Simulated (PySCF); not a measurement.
Computed shifts of a molecule C₃H₉FOSi, PySCF with PBE/pcSseg-1, GIAO, gas phase, atoms alike by connectivity averaged where their shifts nearly agree, in ppm (number of nuclei): ¹³C: 100.6 (1), 27.7 (2). ¹⁹F: -209.6 (1). ²⁹Si: -12.7 (1). ¹H: 5.33 (1), 5.13 (1), 1.79 (3), 1.68 (3), 1.48 (1). References: ¹³C against TMS (σ = 182.0 ppm); ¹⁹F against CFCl3 (σ = 133.6 ppm); ²⁹Si against TMS (σ = 335.4 ppm); ¹⁷O against H2O (σ = 334.3 ppm); ¹H against TMS (σ = 31.49 ppm), references at their B3LYP-D3(BJ)/def2-TZVP geometries, non-relativistic. Coordinates come from a r2SCAN-D4/def2-SVP optimisation. One conformer was computed; it need not be the lowest.

Q: Which molecule gave these data?
(A) CC[C@@H](F)[SiH2]O
(B) CC(C)(O)[SiH2]F
(C) CC(C)(F)[SiH2]O
(D) CCOC[SiH2]F

A: C, CC(C)(F)[SiH2]O
